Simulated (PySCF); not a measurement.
**UHF on Li (lithium, neutral)**

Configuration: [He] 2s1, 2S determinant. All numbers are calculated (PySCF 2.14, scalar relativity by spin-free X2C-1e, in aug-cc-pVTZ-DK (5s4p3d2f, 46 functions)).

```
Total energy                        : -7.433379 hartree
One-electron energy                 : -9.7146 hartree
Hartree (Coulomb) energy            : 4.0628 hartree
Exchange energy                     : -1.7815 hartree
⟨S²⟩                                : 0.7500
⟨L²⟩                                : 0.000
Sum of ⟨r⟩                          : 5.021 bohr
Sum of ⟨r²⟩                         : 18.65 bohr²
Langevin diamagnetic susceptibility : -14.8 ×10⁻⁶ cm³/mol
```

```
shell  electrons  mean orbital energy (eV)  rms radius, mean of both spins (bohr)
 1s α          1                   -67.670                                  0.668
 1s β          1                   -67.184                                  0.668
 2s α          1                    -5.343                                   4.21
```
